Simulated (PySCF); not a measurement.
PySCF 2.14 output of an unrestricted PBE calculation on a single atom or ion in aug-cc-pCVTZ-DK with one added diffuse shell each of s, p, d, f type (9s8p6d4f, 91 functions), with scalar relativity by spin-free X2C-1e:

```
SCF conv_tol = 1e-09
number electrons alpha = 9  beta = 6
    J. P. Perdew, K. Burke, and M. Ernzerhof.,  Phys. Rev. Lett. 77, 3865 (1996)
    J. P. Perdew, K. Burke, and M. Ernzerhof.,  Phys. Rev. Lett. 78, 1396 (1997)
    J. P. Perdew, K. Burke, and M. Ernzerhof.,  Phys. Rev. Lett. 77, 3865 (1996)
    J. P. Perdew, K. Burke, and M. Ernzerhof.,  Phys. Rev. Lett. 78, 1396 (1997)
cycle= 1 E= -460.040003011133  delta_E= -0.0082  |g|= 0.0119  |ddm|= 0.232
cycle= 2 E= -460.040025017882  delta_E= -2.2e-05  |g|= 0.00257  |ddm|= 0.0201
cycle= 3 E= -460.040026107482  delta_E= -1.09e-06  |g|= 0.000223  |ddm|= 0.00318
cycle= 4 E= -460.040026112912  delta_E= -5.43e-09  |g|= 8.98e-05  |ddm|= 0.000225
cycle= 5 E= -460.040026114161  delta_E= -1.25e-09  |g|= 1.11e-06  |ddm|= 7.76e-05
cycle= 6 E= -460.040026114161  delta_E= -5.68e-14  |g|= 3.02e-08  |ddm|= 1.54e-06
converged SCF energy = -460.040026114161  <S^2> = 3.7503209  2S+1 = 4.0001604
```

The run itself started from symmetry-adapted Hartree-Fock orbitals and held the occupation by maximum overlap, on a logarithmic radial grid, so the iterations belong to that start.

Which element, charge and spin multiplicity is this?

Cl²⁺ (chlorine, charge +2), multiplicity 4; the state was [Ne] 3s2 3p3, high-spin 4S determinant.
